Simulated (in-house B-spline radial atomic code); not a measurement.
Results of a calculation; reference values are marked as such.
Correlation energy from the adiabatic connection: −Z/r, Z = 2.97, wall at 5.37 bohr

Two electrons in a singlet, external potential −Z/r, Z = 2.97, wall at 5.37 bohr (atomic units). Full CI in B-splines (partial waves to l = 8, correlation up to 0.6 % small) with the density held fixed gives W(λ) = <V_ee>_λ − U, and E_c is the integral of W(λ) − W(0) from 0 to 1.

| λ | W(λ) − W(0) (hartree) |
| --- | --- |
| 0 | 0.00000 |
| 0.02 | -0.00189 |
| 0.05 | -0.00470 |
| 0.12 | -0.01118 |
| 0.25 | -0.02288 |
| 0.4 | -0.03587 |
| 0.6 | -0.05241 |
| 0.8 | -0.06810 |
| 1 | -0.08300 |

(1) Integrate the table by the trapezoid rule.

(2) Now use only three numbers: W(0) = -1.6322, the initial slope W'(0) = -0.09479 (extrapolated from the first points) and the strong-coupling limit of the point-charge-plus-continuum model, W∞ = -2.3231. What do second-order theory and the interpolation W(λ) = W∞ + (W(0) − W∞)/√(1 + 2χλ) of Seidl, Perdew and Levy give?

Results:

(1) The strips give -0.00002, -0.00010, -0.00056, -0.00221, -0.00441, -0.00883, -0.01205, -0.01511, which sum to -0.04328 hartree. The direct value, W(1) − W(0) + T_c with T_c = 0.03967, is -0.04334; the curve is convex, so chords lie above it and the trapezoids fall short in size by 0.12 %.

(2) Second order keeps the slope alone: E_c = W'(0)/2 = -0.04739, +9 % in size against -0.04334. Matching the slope fixes χ = W'(0)/(W∞ − W(0)) = -0.09479/(-0.69090) = 0.13720. Integrating, with s = √(1 + 2χ) = 1.128891, E_c = −(W(0) − W∞)(s − 1)/(s + 1) = −0.69090 × 0.128891/2.128891 = -0.04183 hartree, -3.5 % in size against the full result. At λ = 1 the formula gives W − W(0) = -0.07888 against -0.08300. Part of the miss can come from the model's W∞.
